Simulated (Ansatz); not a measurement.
Spin gap between two states, R1 and P1; the higher of the two is an excited state, each structure at its B3LYP-D3(BJ)/def2-TZVP stationary point, reached from a drawn start (curvature not checked).
R1: O atom, charge 0, multiplicity 3.
P1: O atom, charge 0, multiplicity 1.

P less R. No zero-point or thermal terms; singlets are restricted closed shells; open shells are unrestricted; no spin–orbit coupling.

Correlated levels freeze the cores. CBS(a, b) extrapolates the correlation energy as X⁻³ and adds the Hartree–Fock energy of set b.

Programs: Ansatz (a quantum-chemistry and plane-wave program) with Gaussian orbitals. No computed number here is a measurement.

One of these levels gives 2.163 eV for the spin gap. Name it.
A) CCSD(T)/CBS(cc-pVTZ, cc-pVQZ)
B) r2SCAN/def2-TZVPP
C) SVWN5/def2-TZVPP

A, CCSD(T)/CBS(cc-pVTZ, cc-pVQZ). The others give 2.818 (SVWN5/def2-TZVPP), 3.169 (r2SCAN/def2-TZVPP)
